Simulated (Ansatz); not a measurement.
Cost and result for the atomization energy of C$_{2}$H$_{5}$AlF$_{2}$O (11 atoms, 8 bonds).

```xyz
11

O    -0.0851    0.3924    2.0559
C     0.6713    0.6821    1.1842
F     1.9934    0.7119    1.4349
F     0.8114   -2.0333   -0.8300
C     0.3572    0.9671   -0.2198
Al   -0.1336   -0.7167   -1.1349
H    -1.3719   -0.9447    0.6884
H    -0.5433    1.5848   -0.2679
H     1.1794    1.4636   -0.7354
H    -1.1482   -0.7472   -2.3357
H    -1.7306   -1.3601    0.1604
```

Charge 0, multiplicity 1. The bonds changed during the relaxation, so this is another structure than the one it started from. All single points use the PBE0-D4/def2-TZVP geometry. It is one conformer, not always the lowest. Program: Ansatz. All runs use 4 threads of an Arm Neoverse V1 on a shared host. Times are those of one run each, without the atoms' runs, and a repeat can differ threefold. Electronic energies, without spin–orbit coupling; frozen cores. CCSD(T)/CBS adds CCSD(T) − MP2 in def2-TZVPP to the MP2 limit, and its time is that of the two runs behind it. T1 = 0.014.

CCSD(T)/CBS is a level of theory with its own doubt, some kJ/mol a heavy atom from the limit and from the frozen cores, so smaller differences don't rank the functionals.

| level | functions | wall time | atomization (kJ/mol) | difference from CCSD(T)/CBS | per bond |
| --- | --- | --- | --- | --- | --- |
| LDA (SPW92)/def2-TZVPP | 267 | 1.6 s | 4813.9 | 649.8 | 81.2 |
| BLYP-D4/def2-TZVPP | 267 | 2.6 s | 4169.4 | 5.3 | 0.7 |
| PBE0-D4/def2-TZVPP | 267 | 3.6 s | 4142.1 | -22.0 | -2.8 |
| BHLYP-D4/def2-TZVPP | 267 | 4.1 s | 3979.2 | -184.9 | -23.1 |
| CAM-B3LYP-D4/def2-TZVPP | 267 | 4.5 s | 4174.9 | 10.8 | 1.3 |
| r2SCANh-D4/def2-TZVPP | 267 | 6.5 s | 4141.6 | -22.5 | -2.8 |
| B2PLYP/def2-TZVPP | 267 | 7 s | 4114.6 | -49.5 | -6.2 |
| ωB97X-V/def2-TZVPP | 267 | 9.5 s | 4163.7 | -0.4 | 0.0 |
| CCSD(T)/def2-SVP | 113 | 10 s | 3944.9 | -219.2 | -27.4 |
| ωB97M-V/def2-TZVPP (with forces) | 267 | 14 s | 4169.0 | 4.9 | 0.6 |
| MP2/def2-QZVPP | 505 | 30 s | 4237.6 | 73.5 | 9.2 |
| CCSD(T)/def2-TZVPP | 267 | 5.5 min | 4051.9 | -112.2 | -14.0 |
| CCSD(T)/CBS(def2) | – | 6 min | 4164.1 | 0.0 | 0.0 |

In def2-TZVPP, CCSD(T) changes the Hartree–Fock value by +1074.2 kJ/mol (the triples alone add +72.7 kJ/mol) and MP2 by +1192.5 kJ/mol; breaking electron pairs costs correlation energy, which Hartree–Fock lacks. From BLYP to BHLYP (50 % exact exchange), in def2-TZVPP and without D4, the atomization energy moves by −169.5 kJ/mol: exact exchange takes away binding that semilocal exchange gives to molecules. The D4 term adds +33.0 kJ/mol with B3LYP and +17.4 kJ/mol with PBE0; it sums over pairs of atoms, weighted by their polarisabilities, and B3LYP, whose exchange is more repulsive, gets the larger term.

B3LYP here is the variant with VWN-RPA as its local correlation; programs differ in this.
